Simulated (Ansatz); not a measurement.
The cluster LiCoO2. Charge 0, multiplicity 1. Geometry PBE0-D4/def2-TZVP.

```
atom   x (Å)   y (Å)   z (Å)
 Li1   0.337  -0.503   1.076
 Co2  -0.269   0.401  -0.859
  O3  -1.252  -0.531   0.001
  O4   1.184   0.632  -0.218
```

HSE06 is defined as in plane-wave codes, on full-range PBE exchange. The restricted singlet is unstable towards broken spin symmetry at other levels; at PBE-D4/def2-SVP, r2SCAN-D4/def2-TZVPD, HSE06-D4/def2-TZVP, ωB97M-V/def2-TZVP this wasn't settled. At PBE-D4/def2-SVP an occupied level of the charge 0 singlet lies above an empty one (by up to 0.08 eV), so this SCF solution is probably not the lowest. At PBE0-D4/def2-TZVP the restricted singlet is unstable: a solution with broken spin symmetry lies lower. The geometry of the singlet was relaxed on an unsound state (restricted singlet, unstable towards broken spin symmetry). At PBE0-D4/def2-TZVP a quintet of charge 0 lies 1.02 eV below the restricted singlet, each at its own geometry. The structure comes from a short search, and lower isomers may exist.

Q: Estimate the orbital energies around the gap (eV) in Ansatz with PBE-D4/def2-SVP, r2SCAN-D4/def2-TZVPD, PBE0-D4/def2-TZVP, HSE06-D4/def2-TZVP, ωB97M-V/def2-TZVP.

A: 
| orbital | PBE-D4/def2-SVP | r2SCAN-D4/def2-TZVPD | PBE0-D4/def2-TZVP | HSE06-D4/def2-TZVP | ωB97M-V/def2-TZVP |
| --- | --- | --- | --- | --- | --- |
| HOMO−13 | -61.41 | -64.22 | -67.09 | -66.65 | -69.90 |
| HOMO−12 | -61.32 | -64.12 | -67.04 | -66.59 | -69.85 |
| HOMO−11 | -50.81 | -52.74 | -55.08 | -54.65 | -57.83 |
| HOMO−10 | -21.99 | -23.94 | -25.40 | -24.98 | -28.12 |
| HOMO−9 | -21.67 | -23.63 | -25.05 | -24.63 | -27.72 |
| HOMO−8 | -9.35 | -10.17 | -11.82 | -11.39 | -14.63 |
| HOMO−7 | -8.99 | -9.64 | -10.66 | -10.25 | -13.16 |
| HOMO−6 | -8.29 | -8.96 | -10.18 | -9.77 | -12.66 |
| HOMO−5 | -8.24 | -8.89 | -9.83 | -9.41 | -12.35 |
| HOMO−4 | -7.82 | -8.49 | -9.76 | -9.34 | -12.30 |
| HOMO−3 | -7.14 | -7.76 | -8.86 | -8.44 | -11.32 |
| HOMO−2 | -4.75 | -5.62 | -7.39 | -6.97 | -10.05 |
| HOMO−1 | -4.13 | -5.09 | -6.95 | -6.53 | -9.50 |
| HOMO | -4.02 | -4.89 | -6.61 | -6.19 | -9.28 |
| LUMO | -4.10 | -4.49 | -3.09 | -3.47 | -0.63 |
| LUMO+1 | -2.79 | -3.09 | -1.81 | -2.19 | -0.20 |
| LUMO+2 | -1.47 | -1.17 | -0.95 | -1.27 | 0.54 |
| LUMO+3 | -0.49 | -0.36 | -0.03 | -0.36 | 1.27 |
| LUMO+4 | 0.95 | 0.34 | 1.17 | 0.84 | 2.14 |
| LUMO+5 | 1.39 | 0.69 | 2.01 | 1.67 | 2.89 |
